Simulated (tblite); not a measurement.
Species: C₄H₁₄Si₃.
Structure used (GFN2-xTB), in Å, numbered top down from 1:
```
atom  x, y, z in Å
C1     3.4864    0.4109   -0.4421
Si2    2.0196    0.1145    0.7352
C3     0.7266   -1.1588    0.0925
C4    -0.5931   -0.4037    0.3984
C5    -1.6735   -0.6436   -0.6495
Si6   -3.3587    0.1119   -0.2127
Si7    0.0753    1.3936    0.6374
H8     4.1240    1.2058   -0.0679
H9     3.1490    0.6978   -1.4337
H10    4.0989   -0.4802   -0.5463
H11    2.5795   -0.2803    2.0423
H12    0.7454   -2.1546    0.5343
H13    0.8268   -1.2984   -0.9861
H14   -0.9711   -0.7612    1.3634
H15   -1.3325   -0.2499   -1.6112
H16   -1.7976   -1.7229   -0.7920
H17   -3.8303   -0.4394    1.0608
H18   -3.2404    1.5675   -0.0967
H19   -4.3248   -0.2173   -1.2655
H20   -0.5375    2.0863    1.7772
H21   -0.1809    2.2389   -0.5382
```

All values are computed: GFN2-xTB (tblite) harmonic vibrations without scaling, gas phase. Errors from tens to a few hundred cm⁻¹ against measured bands are possible. Modes of hydrogen on silicon can be 10 to 20 % off. One conformer, not necessarily the lowest.

Harmonic wavenumbers (cm⁻¹): 42.3, 72.2, 108.6, 121.8, 126.4, 148.4, 179.6, 265.0, 305.9, 356.2, 406.4, 419.3, 502.1, 504.5, 519.9, 544.5, 604.6, 628.6, 645.8, 686.8, 732.0, 774.3, 777.8, 783.7, 792.5, 803.0, 807.1, 809.8, 819.7, 838.4, 997.6, 1060.8, 1087.0, 1113.7, 1202.0, 1256.2, 1261.6, 1320.1, 1368.1, 1488.3, 1490.1, 1491.1, 1494.0, 2126.6, 2173.7, 2195.6, 2237.9, 2244.7, 2250.1, 2903.7, 2917.1, 2949.5, 2960.6, 2988.0, 3032.2, 3038.3, 3043.0.

A = 3449, B = 658.8, C = 605.5 MHz; mass 146.040 u (most abundant isotopes); point group C1, symmetry number 1.

Q: Zero-point energy?

A: Half the sum of the wavenumbers: 34409 cm⁻¹ = 98.38 kcal/mol.

Q: What is S at 400 K and 1 bar for an ideal gas of classical rigid rotors and harmonic oscillators?

A: Translation 42.33, rotation 30.71, vibration 49.36: S = 122.4 cal/(mol K).

Q: And Cp and H(400 K) − H(0)?

A: Cp = 58.23 cal/(mol K), of which vibrations give 50.28 (their classical limit is 57 R = 113.3); H(400 K) − H(0) = 13.53 kcal/mol without the zero-point energy, 10.35 from vibrations.

Q: How do the functions run with temperature in this model?

A: 
```tsv
T (K)	S (cal/(mol K))	Cp (cal/(mol K))	H − H(0) (kcal/mol)	G − H(0) (kcal/mol)	ln q(vib)
100	72.4	21.1	1.42	-5.82	2.08
200	90.9	34.1	4.16	-14.02	5.29
300	107.3	47.2	8.24	-23.94	8.55
500	136.4	67.1	19.81	-48.38	15.04
800	172.3	85.5	42.95	-94.89	24.16
1000	192.3	93.6	60.90	-131.39	29.70
```

q(vib) and H(0) count from the zero-point level.

Q: Blend soft modes into free rotors: weight 1/[1 + (100 cm⁻¹/ν̃)⁴] for the oscillator and the rest for a rotor with moment μB/(μ + B), μ = h/(8π²ν), B = 10⁻⁴⁴ kg m². What vibrational entropy results?

A: 45.90 cal/(mol K) in place of 49.36, which changes −T·S at 400 K by +1.38 kcal/mol.

Q: Which modes carry the vibrational entropy at 400 K?

A: 42.3 cm⁻¹: 5.73; 72.2 cm⁻¹: 4.67; 108.6 cm⁻¹: 3.87; 121.8 cm⁻¹: 3.64; 126.4 cm⁻¹: 3.57; 148.4 cm⁻¹: 3.26 cal/(mol K); the other 51 give 24.62 together.

Hindered rotation and anharmonicity are outside this model. Other conformers, if any are populated, would add a mixing term that is left out. The structure is chiral; the term R ln 2 for an equal mix with its mirror image is left out.
